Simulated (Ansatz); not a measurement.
`F[SiH](F)S[SiH3]` and `F[SiH](F)F` differ in one atom or group.

Ansatz, PBE0-D4/def2-TZVP geometries, multiplicity 1. Each molecule was computed in one conformer, which needn't be the lowest.

```tsv
property	`F[SiH](F)S[SiH3]`
LUMO energy (ωB97M-V/def2-TZVPP) / eV	1.48
LUMO energy (PBE0/def2-TZVPP) / eV	-0.30
LUMO energy (PBE/def2-TZVPP) / eV	-1.18
size of the dipole moment (PBE/def2-TZVPP) / D	0.86
HOMO energy (PBE0/def2-TZVPP) / eV	-8.10
size of the dipole moment (ωB97M-V/def2-TZVPP) / D	0.90
```

Give the same properties after the change, and the shifts. (Best estimate.)

The calculation gave: 
| property | `F[SiH](F)F` | shift |
| --- | --- | --- |
| LUMO energy (ωB97M-V/def2-TZVPP) / eV | 2.71 | 1.23 |
| LUMO energy (PBE0/def2-TZVPP) / eV | 1.03 | 1.33 |
| LUMO energy (PBE/def2-TZVPP) / eV | 0.14 | 1.32 |
| size of the dipole moment (PBE/def2-TZVPP) / D | 1.21 | 0.35 |
| HOMO energy (PBE0/def2-TZVPP) / eV | -11.22 | -3.12 |
| size of the dipole moment (ωB97M-V/def2-TZVPP) / D | 1.28 | 0.38 |

With PBE0 the HOMO falls by 3.12 eV and the LUMO rises by 1.33 eV, so the gap widens by about 4.45 eV. PBE moves the HOMO by -2.68 eV and ωB97M-V by -3.29 eV. Dipoles are sizes alone; their direction can turn.
